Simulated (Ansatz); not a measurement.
`C=C[SiH2]BC` + `[SiH3]S` → `CBS[SiH3]` + `C=C[SiH3]` at 400 K and 1 bar (cleavage of the B–Si bond).

Calculated with Ansatz (gas phase, PBE0-D4/def2-TZVP geometries, no zero-point term in ΔE). CCSD(T)/CBS adds triple-zeta CCSD(T) − MP2 to the extrapolated MP2 energy (def2 sets, frozen cores). Each species was taken in one conformer, which may not be the lowest.

| species | CCSD(T)/CBS energy (Eh) | H − E (kJ/mol) | S (J/(mol·K)) |
| --- | --- | --- | --- |
| `C=C[SiH2]BC` | -433.40345 | 320.9 | 415.3 |
| `[SiH3]S` | -689.27336 | 109.8 | 293.0 |
| `CBS[SiH3]` | -753.96029 | 233.5 | 382.2 |
| `C=C[SiH3]` | -368.76077 | 199.4 | 311.5 |

H − E and S are ideal-gas, rigid-rotor, harmonic terms from PBE0-D4/def2-TZVP, for one conformer and one mirror image of each species. 1 Eh = 2625.50 kJ/mol, R = 8.31446 J/(mol·K).

Q: By hand: ΔE, ΔH, ΔS and ΔG.

A: ΔE = (-753.96029) + (-368.76077) − (-433.40345) − (-689.27336) = -0.04425 Eh = -116.2 kJ/mol. Δ(H − E) = 233.5 + 199.4 − 320.9 − 109.8 = 2.2, so ΔH = -114.0 kJ/mol. ΔS = 382.2 + 311.5 − 415.3 − 293.0 = -14.6 J/(mol·K). ΔG = -114.0 − 400 × (-14.6)/1000 = -108.2 kJ/mol.

Q: By hand: the equilibrium constant, and the temperature at which ΔG would vanish if ΔH and ΔS stayed fixed.

A: log₁₀ K = −ΔG/(RT ln 10) = 14.1. ΔG = 0 at ΔH/ΔS = 7808 K, far beyond where these terms or the molecules hold.

The number of gas molecules stays the same, so ΔS is small and ΔH decides. A doubt of 5 kJ/mol in ΔE shifts log₁₀ K by 0.7 here. Other conformers and mirror images would add mixing entropy, several J/(mol·K) or more a flexible species. Modes under 60 cm⁻¹, often nearly free rotors, make the harmonic entropy too high. These are equilibria of isolated gas molecules and say nothing of rates. Largest T1 diagnostic: 0.013 (customary marks: 0.02 for closed shells, 0.045 for open ones).
